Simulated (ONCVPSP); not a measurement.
**BLYP ONCV dataset for Cu (Z = 29), scalar-relativistic all-electron reference.**

ONCVPSP 4.0.1 input, shortened (lines: element, Z, core and valence counts, functional; n l f; lmax; l rc ep ncon nbas qcut; lloc lpopt rc5 dvloc0; l nproj debl; icmod fcfact rcfact), BLYP, scalar-relativistic:

```
  Cu 29.00    3    4  -106131      upf
    1    0    2.00
    2    0    2.00
    2    1    6.00
    3    0    2.00
    3    1    6.00
    3    2   10.00
    4    0    1.00
    3
    0    1.34    0.00    4    9   10.70
    1    0.86    0.00    4    7   15.80
    2    1.52    0.00    5    9    7.80
    3    1.48    0.13    4    9    6.20
    4    5    0.62    6.00
    0    2    0.70
    1    1    3.70
    2    2    0.80
    3    2    3.80
    0    0.00    0.00
```

All-electron outer shells of the reference configuration (BLYP, scalar-relativistic, ld1.x):

```tsv
shell	level (eV)	outermost node (bohr)	outermost maximum (bohr)
2p	-917.44	–	0.16
3s	-114.50	0.29	0.61
3p	-72.02	0.26	0.62
3d	-5.01	–	0.60
4s	-4.65	0.89	2.27
```

Estimate the cutoffs (Ha) at which the residual kinetic energy of the hardest occupied pseudo-wave falls to 1 and 0.1 mHa per electron.

116 Ha and 134 Ha.

What does a ghost test show?

No bound ghost flagged; GHOST(+) flagged for f at 102.3 eV.

Which valence shell sets the plane-wave cutoff?

3d: 116 Ha for 1 mHa per electron, against 74 Ha for 3p.

Its largest configuration-test error is +51 meV (3s2 3p6 3d9 4s1 4p1). 1 of 4 tests not solved or not reliable.
